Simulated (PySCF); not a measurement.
## Which determinant of CsBr⁺ lies lowest?

Unrestricted PBE0; basis Cs def2-SVP with ECP46, Br def2-SVP; scalar-relativistic core potentials; PySCF 2.14. Outer shells of the fragments: Cs+ closed shells only; Br 3d10 4s2 4p5.

Followed along the bond (rough minima from three points):

```tsv
2Ms+1	unpaired	⟨S²⟩ at the start	R at minimum (Å)	Te (eV)
2	π ↑	0.75	3.82	0.00
2	σ ↑	0.75	4.34	0.22
```

Solutions found at the starting distance of 3.420 Å, counted from the lowest of them; the search is not exhaustive and high or unbound solutions are not listed, so other states can lie among these:

```csv
2Ms+1,unpaired,term,E (eV),⟨S²⟩,⟨Lz²⟩,μ (D)
2,π ↑,²Π,0.00,0.75,1.00,-4.85
2,σ ↑,²Σ⁺,0.22,0.75,0.00,-5.25
4,"σ ↑, π ↑↑",⁴Σ⁻,8.22,3.75,0.00,2.65
4,"σ ↑↑, π ↑",⁴Π,8.29,3.75,1.01,3.13
4,"σ ↑, π ↑↑",mixed,9.65,3.75,2.00,3.38
4,π ↑↑↑,⁴Π,9.67,3.75,1.00,3.61
```

A term symbol is given only where ⟨S²⟩ and ⟨Lz²⟩ are close to those of a pure state; real π, δ and φ orbitals otherwise mix terms. A positive dipole points towards Br; it is taken about the centre of mass and depends on that origin.

Spin–orbit coupling is left out. Counting both spins, an empty level lies below a filled one in some of these solutions, because spin and occupation are held.
